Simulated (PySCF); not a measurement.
**C⁵⁺ (carbon, charge +5) across methods**

1s1, 2S determinant. All numbers are calculated (PySCF 2.14, the spin-free X2C one-electron Hamiltonian (Gaussian nucleus), in an uncontracted even-tempered set (17 s from 1.2 bohr⁻², ratio 2.2; 7 p from 1.9 bohr⁻², ratio 2.4; 4 d from 5.8 bohr⁻², ratio 2.4; 3 f from 8.8 bohr⁻², ratio 2.4; 3 g from 13 bohr⁻², ratio 2.4)).

| method | E (hartree) | mean ε 1s α (eV) | Σ⟨r²⟩ (bohr²) | ⟨S²⟩ |
| --- | --- | --- | --- | --- |
| PBE0 | -17.9859 | -461.58 | 0.08400 | 0.750 |
| PBE | -17.9765 | -452.04 | 0.08429 | 0.750 |
| r2SCAN | -18.0089 | -456.29 | 0.08363 | 0.750 |
| LDA | -17.7860 | -447.96 | 0.08510 | 0.750 |
| UHF | -18.00863 | -490.04 | 0.08320 | 0.750 |
| MN15 | -18.0177 | -456.81 | 0.08528 | 0.750 |

For one electron the Hartree and exchange-correlation energies should cancel; what remains is the self-interaction error.
